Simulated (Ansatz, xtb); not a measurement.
# Isomers of C4H4ClF3S in order of energy

4 gas-phase structures of C4H4ClF3S, from a drawn sample of its isomers (lower ones may exist). Each was relaxed with GFN2-xTB; where two conformers were screened, the lower at r2SCAN-D4/def2-SVP is listed:

A. `CC(=S)[C@H](Cl)C(F)(F)F`, a singlet
B. `FC(F)(F)CC(=S)CCl`, a singlet
C. `CS/C(Cl)=C\C(F)(F)F`, a singlet
D. `C/C=C(/Cl)SC(F)(F)F`, a singlet

Which do you expect lowest at r2SCAN-D4/def2-SVP, and how would the others follow?

Calculated order at r2SCAN-D4/def2-SVP: B (0.000), A (0.046), C (0.383), D (0.529) eV.

Energies above the lowest of each column, in eV; the last columns are at PBE-D3(BJ)/def2-SVP geometries:

| structure | GFN2-xTB | HF/STO-3G | r2SCAN-D4/def2-SVP | PBE-D3(BJ)/def2-SVP | CCSD(T)/def2-SVP + ΔMP2/def2-TZVPP |
| --- | --- | --- | --- | --- | --- |
| B | 0.000 | 0.149 | 0.000 | 0.000 | 0.000 |
| A | 0.065 | 0.298 | 0.046 | 0.056 | 0.092 |
| C | 0.187 | 0.160 | 0.383 | 0.310 | 0.369 |
| D | 0.380 | 0.000 | 0.529 | 0.433 | 0.518 |

CCSD(T)/def2-SVP + ΔMP2/def2-TZVPP puts B lowest; HF/STO-3G picks D. Flexible structures stand in one conformer each, not always the lowest. A keeps a small imaginary mode. The ΔMP2 step shifts differences by up to 0.222 eV, which makes them less sure. ΔMP2 is the change of the MP2 energy from the smaller to the larger basis.

Over these structures GFN2-xTB departs from r2SCAN-D4/def2-SVP by 0.091 eV on average once a common shift is removed. A GFN2-xTB relaxation took about 0.16 s and the r2SCAN-D4/def2-SVP energy about 2.5 s on a shared host (Ansatz 0.2.0, xtb 6.7.1).
